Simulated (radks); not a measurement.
Valence configurations of the copper ion Cu3+ (all share [Ar]). Calculated with a radial shooting solver on a logarithmic mesh with Libxc functionals: scalar-relativistic Kohn-Sham, PBEsol, spin-polarised, spherical densities, finite nucleus; open shells are filled with parallel spins first; Fermi nuclear charge, rms radius 3.8823 fm. Energies are relative to 3d8; eigenvalues in eV for spin up.

| valence | E (eV) | moment (Bohr magnetons) | e(3d) | e(4p) | e(4s) |
|---|---|---|---|---|---|
| 3d8 | 0.000 | 2 | -49.924 | - | - |
| 3d6 4s2 | 35.826 | 4 | -68.220 | - | -40.574 |
| 3d7 4p1 | 23.772 | 4 | -60.034 | -29.883 | - |
| 3d6 4p2 | 52.642 | 6 | -70.653 | -33.092 | - |
| 3d7 4s1 | 14.643 | 4 | -58.769 | - | -38.298 |
| 3d7.5 4s0.5 | 6.896 | 3 | -54.269 | - | -36.502 |
| 3d7 4s0.5 4p0.5 | 19.207 | 4 | -59.404 | -29.530 | -38.661 |
| 3d6 4s1 4p1 | 42.880 | 6 | -69.457 | -32.484 | -42.234 |

NIST lists [Ar] 3d8 as the ground configuration; this level of theory agrees among the configurations tried. The energies are those of spherical high-spin densities, not of single terms.
